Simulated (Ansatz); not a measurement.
`N=[C](Cl)[GeH3]` + `CC#CS` → `CC#C[S][GeH3]` + `N=CCl`  (ligand exchange at a Ge–C bond)

Isolated molecules relaxed with PBE0-D4/def2-TZVP in Ansatz; ΔE leaves out vibrations. CCSD(T)/CBS adds triple-zeta CCSD(T) − MP2 to the extrapolated MP2 energy (def2 sets, frozen cores). This one scheme is used for every species. For Ge outer-core shells are correlated without core-valence functions, which leaves a few kJ/mol of doubt a bond. Scalar relativity is left out up to krypton. Each species was taken in one conformer, which may not be the lowest.

`N=[C](Cl)[GeH3]`:

Cartesian coordinates in Å:
```
N 1.837 0.179 0.525
C 0.892 -0.327 -0.118
Cl 1.261 -1.637 -1.228
Ge -1.030 0.127 -0.090
H 1.507 0.927 1.135
H -1.820 -1.109 0.354
H -1.193 1.277 0.917
H -1.454 0.562 -1.496
```

`CC#CS`:

```xyz
8

C     1.247    0.150   -0.800
C    -0.013    0.103   -0.088
C    -1.059    0.060    0.511
S    -2.559    0.119    1.266
H     1.409    1.144   -1.223
H     1.276   -0.574   -1.618
H     2.082   -0.062   -0.127
H    -2.383   -0.939    2.080
```

`CC#C[S][GeH3]`:

```xyz
11

C     0.441    0.839    2.377
C     0.409   -0.055    1.238
C     0.384   -0.802    0.291
S     0.376   -1.886   -0.994
Ge   -0.589   -0.539   -2.498
H     1.465    1.007    2.720
H     0.014    1.811    2.116
H    -0.136    0.436    3.214
H    -1.976   -0.135   -1.983
H     0.300    0.695   -2.698
H    -0.688   -1.373   -3.784
```

`N=CCl`:

Z-matrix (Å, degrees):
```
C
N 1 1.247
Cl 1 1.729 2 121.0
H 1 1.091 2 128.0 3 180.0
H 2 1.019 1 110.5 3 -180.0
```

```json
{"level": "MP2/def2-TZVPP", "ΔE (kJ/mol)": "-65.3"}
{"level": "HF/CBS(def2)", "ΔE (kJ/mol)": "-71.0"}
```

**Question.** What does CCSD(T)/CBS give? (Best estimate.)

**Answer.** The calculation gave: -61.0 kJ/mol. The listed levels differ from it by -4.3, -10.0 kJ/mol.

Largest T1 diagnostic among the species: 0.013.

In def2-TZVPP, CCSD(T) changes the Hartree–Fock value by +10.1 kJ/mol (the triples alone add +0.9 kJ/mol) and MP2 by +6.0 kJ/mol. From PBE to PBE0 (25 % exact exchange), in def2-TZVPP and without D4, ΔE moves by −3.4 kJ/mol.
